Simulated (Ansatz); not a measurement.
`C[S][Zn][SH]` + `[NH]1[AlH][SiH2]1` → `C[N]1[AlH][SiH2]1` + `[SH][Zn][SH]`  (substitution at a C–S bond)

Calculated with Ansatz (gas phase, PBE0-D4/def2-TZVP geometries, no zero-point term in ΔE). CCSD(T)/CBS adds triple-zeta CCSD(T) − MP2 to the extrapolated MP2 energy (def2 sets, frozen cores). Functionals use def2-TZVPP. For Zn outer-core shells are correlated without core-valence functions, which leaves a few kJ/mol of doubt a bond. Scalar relativity is left out up to krypton. Each species was taken in one conformer, which may not be the lowest.

Task: Is it downhill or uphill in electronic energy at CCSD(T)/CBS, and by how much? (Best estimate.)

Result: The calculation gave: Uphill: ΔE = +7.2 kJ/mol.

Task: What do these levels give: LDA (SPW92), r2SCAN-D4, PBE, CAM-B3LYP, HF/def2-TZVPP, MP2/def2-TZVPP? (Best estimate.)

Result: The calculation gave: LDA (SPW92) 0.2, r2SCAN-D4 6.5, PBE 5.9, CAM-B3LYP 3.9, HF/def2-TZVPP 3.9, MP2/def2-TZVPP 4.7 kJ/mol.

Largest T1 diagnostic among the species: 0.015.

At CCSD(T), def2-SVP lies −17.1 kJ/mol from the extrapolated value and def2-TZVPP −4.5 kJ/mol. Leaving LDA and LC-ωPBE aside and taking each functional with its dispersion term where it has one, the values, not all of them listed here, spread over 3.7 kJ/mol, from CAM-B3LYP-D4 to r2SCAN-D4. LDA lies −5.7 kJ/mol from PBE without D4.
